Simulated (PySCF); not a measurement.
## Pb²⁺: excitation energy

Pb²⁺ [Xe] 4f14 5d10 6s2 (1S) → Pb²⁺ [Xe] 4f14 5d10 6s1 6d1 (3D), as a difference of total energies. Calculation: PySCF 2.14, in aug-cc-pVTZ-PP with ECP60MDF (6s5p4d2f, 55 functions); scalar relativity through the core potential. Correlated levels: valence: 5s2 5p6 5d10 frozen. The calculations carry no spin-orbit coupling.

| method | excitation energy (eV) |
| --- | --- |
| UHF | 17.967 |
| MP2 (valence) | 18.404 |
| SCS-MP2 (valence) | 18.591 |
| CCSD (valence) | 18.516 |

Q: How much does correlation contribute at MP2 (valence)?

A: 18.404 − (17.967) = 0.437 eV, measured against UHF.

The promoted electron is Rydberg-like, and one or two diffuse shells describe it only roughly, which tends to raise the upper state.

With two correlated electrons CCSD is exact in that space.
